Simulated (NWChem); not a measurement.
System: C$_{3}$H$_{5}$I; SMILES C=C(C)I

The following NWChem deck was run.

```
start job
memory heap 200 mb stack 900 mb global 1100 mb
geometry units angstroms noautoz
  C      1.299040    -1.918649     0.000000
  C      0.108334    -1.322523     0.000000
  C     -1.219621    -2.000521     0.000000
  I      0.012498     0.798190     0.000000
  H      2.240476    -1.367052     0.000000
  H      1.348387    -3.013028     0.000000
  H     -1.810010    -1.718585     0.885851
  H     -1.084809    -3.093039     0.000000
  H     -1.810010    -1.718585    -0.885851
end
basis spherical
  * library def2-svp
end
ecp
  I library def2-ecp
end
dft
  xc xpbe96 cpbe96
  iterations 150
  vectors input atomic output neutral.movecs
end
task dft energy
charge 1
dft
  odft
  mult 2
  vectors input atomic output cation.movecs
end
task dft energy
```

NWChem printed, in part:

```
             Northwest Computational Chemistry Package (NWChem) 7.3.0
             --------------------------------------------------------

 CS  symmetry detected

                             Geometry "geometry" -> ""
                             -------------------------

 Output coordinates in angstroms (scale by  1.889725989 to convert to a.u.)

  No.       Tag          Charge          X              Y              Z
 ---- ---------------- ---------- -------------- -------------- --------------
    1 C                    6.0000     1.30124864    -1.91041841     0.00000000
    2 C                    6.0000     0.10711716    -1.32118417     0.00000000
    3 C                    6.0000    -1.21689711    -2.00684590     0.00000000
    4 I                   53.0000    -0.00097412     0.79893952     0.00000000
    5 H                    1.0000     2.23948090    -1.35338949     0.00000000
    6 H                    1.0000     1.35691989    -3.00449392     0.00000000
    7 H                    1.0000    -1.80890572    -1.72832682     0.88585100
    8 H                    1.0000    -1.07577304    -3.09856649     0.00000000
    9 H                    1.0000    -1.80890572    -1.72832682    -0.88585100

 Effective nuclear repulsion energy (a.u.)     294.3880318455

      Symmetry information
      --------------------

 Group name             Cs
 Group number              2
 Group order               2
 No. of unique centers     8

 Summary of "ao basis" -> "ao basis" (spherical)
 ------------------------------------------------------------------------------
       Tag                 Description            Shells   Functions and Types
 ---------------- ------------------------------  ------  ---------------------
 C                          def2-svp                 6       14   3s2p1d
 I                          def2-svp                10       26   4s4p2d
 H                          def2-svp                 3        5   2s1p

      Symmetry analysis of basis
      --------------------------

        a'         65
        a"         28

            General Information
            -------------------
          SCF calculation type: DFT
          Wavefunction type:  closed shell.
          No. of atoms     :     9
          No. of electrons :    48
           Alpha electrons :    24
            Beta electrons :    24
          Charge           :     0
          Spin multiplicity:     1
          Use of symmetry is: on ; symmetry adaption is: on
          Maximum number of iterations: 150
          AO basis - number of functions:    93
                     number of shells:    43
          Convergence on energy requested:  1.00D-06
          Convergence on density requested:  1.00D-05
          Convergence on gradient requested:  5.00D-04

              XC Information
              --------------
          PerdewBurkeErnzerhof Exchange Functional  1.000
            Perdew 1991 LDA Correlation Functional  1.000 local
           PerdewBurkeErnz. Correlation Functional  1.000 non-local

             Grid Information
             ----------------
          Grid used for XC integration:  medium
          Radial quadrature: Mura-Knowles
          Angular quadrature: Lebedev.
          Tag              B.-S. Rad. Rad. Pts. Rad. Cut. Ang. Pts.
          ---              ---------- --------- --------- ---------
          C                   0.70       49          10.0       434
          I                   1.40      123          11.0       590
          H                   0.35       45          11.0       434
          Grid pruning is: on
          Number of quadrature shells:   450
          Spatial weights used:  Erf1

      Superposition of Atomic Density Guess
      -------------------------------------

 Sum of atomic energies:        -462.49794650

      Non-variational initial energy
      ------------------------------

 Total energy =    -414.077461
 1-e energy   =   -1014.084724
 2-e energy   =     427.418183
 HOMO         =      -0.284062
 LUMO         =       0.003113

      Symmetry analysis of molecular orbitals - initial
      -------------------------------------------------

  Numbering of irreducible representations:

     1 a'          2 a"

  Orbital symmetries:

     1 a'          2 a'          3 a'          4 a'          5 a'
     6 a'          7 a"          8 a'          9 a'         10 a"
    11 a'         12 a"         13 a'         14 a'         15 a'
    16 a'         17 a'         18 a"         19 a'         20 a'
    21 a'         22 a"         23 a'         24 a"         25 a'
    26 a"         27 a'         28 a'         29 a'         30 a"
    31 a'         32 a'         33 a'         34 a'

   convergence    iter        energy       DeltaE   RMS-Dens  Diis-err
 ---------------- ----- ----------------- --------- --------- ---------
 d= 0,ls=0.0,diis     1   -414.6908760451 -5.87D+02  1.21D-02  4.06D-01
 d= 0,ls=0.0,diis     2   -414.5965356436  9.43D-02  9.68D-03  1.07D+00
 d= 0,ls=0.0,diis     3   -414.7217044305 -1.25D-01  3.24D-03  1.33D-01
 d= 0,ls=0.0,diis     4   -414.7382619479 -1.66D-02  1.37D-03  1.26D-02
 d= 0,ls=0.0,diis     5   -414.7401664619 -1.90D-03  3.73D-04  1.30D-03
  Resetting Diis
 d= 0,ls=0.0,diis     6   -414.7403662198 -2.00D-04  5.63D-05  2.72D-05
 d= 0,ls=0.0,diis     7   -414.7403690913 -2.87D-06  4.64D-05  4.58D-06
 d= 0,ls=0.0,diis     8   -414.7403681364  9.55D-07  3.00D-05  1.12D-05
 d= 0,ls=0.0,diis     9   -414.7403697294 -1.59D-06  4.57D-06  1.39D-07
 d= 0,ls=0.0,diis    10   -414.7403697490 -1.96D-08  1.13D-06  1.37D-08

         Total DFT energy =     -414.740369748962
      One electron energy =    -1017.607480223423
           Coulomb energy =      470.392871597800
    Exchange-Corr. energy =      -40.114840779066
 Nuclear repulsion energy =      172.589079655727

 Numeric. integr. density =       47.999996740306

                  Occupations of the irreducible representations
                  ----------------------------------------------

                     irrep           alpha         beta
                     --------     --------     --------
                     a'               18.0         18.0
                     a"                6.0          6.0

                       DFT Final Molecular Orbital Analysis
                       ------------------------------------

 Vector   22  Occ=2.000000D+00  E=-2.671719D-01  Symmetry=a"
              MO Center=  1.4D-01, -8.9D-01,  1.0D-15, r^2= 3.3D+00
   Bfn.  Coefficient  Atom+Function         Bfn.  Coefficient  Atom+Function
  ----- ------------  ---------------      ----- ------------  ---------------
    55      0.337195  4 I  pz                20      0.323573  2 C  pz
     6      0.288497  1 C  pz                58      0.278689  4 I  pz
    23      0.217418  2 C  pz                 9      0.176086  1 C  pz
    34     -0.166078  3 C  pz                79     -0.149814  7 H  s
    89      0.149814  9 H  s                 52     -0.137988  4 I  pz

 Vector   23  Occ=2.000000D+00  E=-2.258981D-01  Symmetry=a'
              MO Center= -4.2D-03,  7.0D-01,  2.5D-18, r^2= 2.3D+00
   Bfn.  Coefficient  Atom+Function         Bfn.  Coefficient  Atom+Function
  ----- ------------  ---------------      ----- ------------  ---------------
    53      0.607613  4 I  px                56      0.547622  4 I  px
    50     -0.246933  4 I  px                47     -0.199725  4 I  px
     3     -0.111798  1 C  s                 31      0.106908  3 C  s
    33      0.073563  3 C  py                 5     -0.066106  1 C  py
    18     -0.061505  2 C  px                84     -0.061388  8 H  s

 Vector   24  Occ=2.000000D+00  E=-2.118465D-01  Symmetry=a"
              MO Center=  3.0D-01, -9.3D-02, -5.0D-16, r^2= 3.6D+00
   Bfn.  Coefficient  Atom+Function         Bfn.  Coefficient  Atom+Function
  ----- ------------  ---------------      ----- ------------  ---------------
    55      0.503084  4 I  pz                58      0.468206  4 I  pz
     6     -0.306193  1 C  pz                 9     -0.227113  1 C  pz
    20     -0.209505  2 C  pz                52     -0.203798  4 I  pz
    49     -0.164644  4 I  pz                23     -0.118962  2 C  pz
    80      0.067062  7 H  s                 90     -0.067062  9 H  s

 Vector   25  Occ=0.000000D+00  E=-5.465357D-02  Symmetry=a'
              MO Center=  8.0D-02,  5.4D-02,  2.2D-15, r^2= 3.8D+00
   Bfn.  Coefficient  Atom+Function         Bfn.  Coefficient  Atom+Function
  ----- ------------  ---------------      ----- ------------  ---------------
    57      0.858402  4 I  py                17      0.817201  2 C  s
    22      0.525839  2 C  py                46     -0.441660  4 I  s
    19      0.425484  2 C  py                54      0.374467  4 I  py
    16      0.249699  2 C  s                 70     -0.211388  5 H  s
    75      0.209134  6 H  s                 45     -0.200593  4 I  s

 Vector   26  Occ=0.000000D+00  E=-3.657743D-02  Symmetry=a"
              MO Center=  5.8D-01, -1.5D+00, -1.0D-15, r^2= 2.7D+00
   Bfn.  Coefficient  Atom+Function         Bfn.  Coefficient  Atom+Function
  ----- ------------  ---------------      ----- ------------  ---------------
    23     -0.610809  2 C  pz                 9      0.599912  1 C  pz
    20     -0.466452  2 C  pz                 6      0.427023  1 C  pz
    80      0.193351  7 H  s                 90     -0.193351  9 H  s
    58      0.178935  4 I  pz                79      0.117074  7 H  s
    89     -0.117074  9 H  s                 55      0.088875  4 I  pz

 Vector   27  Occ=0.000000D+00  E= 4.616576D-02  Symmetry=a'
              MO Center= -6.7D-01, -2.5D+00, -1.3D-15, r^2= 6.0D+00
   Bfn.  Coefficient  Atom+Function         Bfn.  Coefficient  Atom+Function
  ----- ------------  ---------------      ----- ------------  ---------------
    31      2.308073  3 C  s                 85     -1.160167  8 H  s
    80     -0.902373  7 H  s                 90     -0.902373  9 H  s
     3      0.847441  1 C  s                 75     -0.850212  6 H  s
    70     -0.474085  5 H  s                  8     -0.379459  1 C  py
    45      0.284265  4 I  s                 36     -0.273864  3 C  py

     Multipole analysis of the density
     ---------------------------------

     L   x y z        total         alpha         beta         nuclear
     -   - - -        -----         -----         ----         -------
     0   0 0 0      0.000000    -24.000000    -24.000000     48.000000

     1   1 0 0     -0.117249     -0.084396     -0.084396      0.051543
     1   0 1 0     -0.552792     20.860479     20.860479    -42.273749
     1   0 0 1      0.000000      0.000000      0.000000      0.000000

     2   2 0 0    -32.864733    -76.553844    -76.553844    120.242955
     2   1 1 0      0.330889     -2.239588     -2.239588      4.810065
     2   1 0 1     -0.000000     -0.000000     -0.000000      0.000000
     2   0 2 0    -30.371445   -191.824020   -191.824020    353.276595
     2   0 1 1     -0.000000     -0.000000     -0.000000      0.000000
     2   0 0 2    -35.476282    -20.540469    -20.540469      5.604657

                                 NWChem DFT Module
                                 -----------------

      Symmetry analysis of basis
      --------------------------

        a'         65
        a"         28

            General Information
            -------------------
          SCF calculation type: DFT
          Wavefunction type:  spin polarized.
          No. of atoms     :     9
          No. of electrons :    47
           Alpha electrons :    24
            Beta electrons :    23
          Charge           :     1
          Spin multiplicity:     2
          Use of symmetry is: on ; symmetry adaption is: on
          Maximum number of iterations: 150
          AO basis - number of functions:    93
                     number of shells:    43
          Convergence on energy requested:  1.00D-06
          Convergence on density requested:  1.00D-05
          Convergence on gradient requested:  5.00D-04

              XC Information
              --------------
          PerdewBurkeErnzerhof Exchange Functional  1.000
            Perdew 1991 LDA Correlation Functional  1.000 local
           PerdewBurkeErnz. Correlation Functional  1.000 non-local

             Grid Information
             ----------------
          Grid used for XC integration:  medium
          Radial quadrature: Mura-Knowles
          Angular quadrature: Lebedev.
          Tag              B.-S. Rad. Rad. Pts. Rad. Cut. Ang. Pts.
          ---              ---------- --------- --------- ---------
          C                   0.70       49          10.0       434
          I                   1.40      123          11.0       590
          H                   0.35       45          11.0       434
          Grid pruning is: on
          Number of quadrature shells:   450
          Spatial weights used:  Erf1

      Superposition of Atomic Density Guess
      -------------------------------------

 Sum of atomic energies:        -462.49794650

 Renormalizing density from      48.00 to     47

      Non-variational initial energy
      ------------------------------

 Total energy =    -410.574275
 1-e energy   =    -992.957959
 2-e energy   =     409.794604
 HOMO         =      -0.560284
 LUMO         =      -0.297579

   Symmetry analysis of molecular orbitals - initial alpha
   -------------------------------------------------------

  Numbering of irreducible representations:

     1 a'          2 a"

  Orbital symmetries:

     1 a'          2 a'          3 a'          4 a'          5 a'
     6 a'          7 a"          8 a'          9 a'         10 a"
    11 a'         12 a"         13 a'         14 a'         15 a'
    16 a'         17 a'         18 a'         19 a"         20 a'
    21 a'         22 a"         23 a'         24 a"         25 a'
    26 a"         27 a'         28 a'         29 a'         30 a"
    31 a'         32 a'         33 a'         34 a'

   Symmetry analysis of molecular orbitals - initial beta
   ------------------------------------------------------

  Numbering of irreducible representations:

     1 a'          2 a"

  Orbital symmetries:

     1 a'          2 a'          3 a'          4 a'          5 a'
     6 a'          7 a"          8 a'          9 a'         10 a"
    11 a'         12 a"         13 a'         14 a'         15 a'
    16 a'         17 a'         18 a'         19 a"         20 a'
    21 a'         22 a"         23 a'         24 a"         25 a'
    26 a"         27 a'         28 a'         29 a'         30 a"
    31 a'         32 a'         33 a'         34 a'

[...]
```

Level: PBE/def2-SVP with def2 effective core potentials on I, vertical spin-unrestricted ions. The geometry was optimised at PBE0/def2-SVP. def2 effective core potentials on I; no spin-orbit coupling.
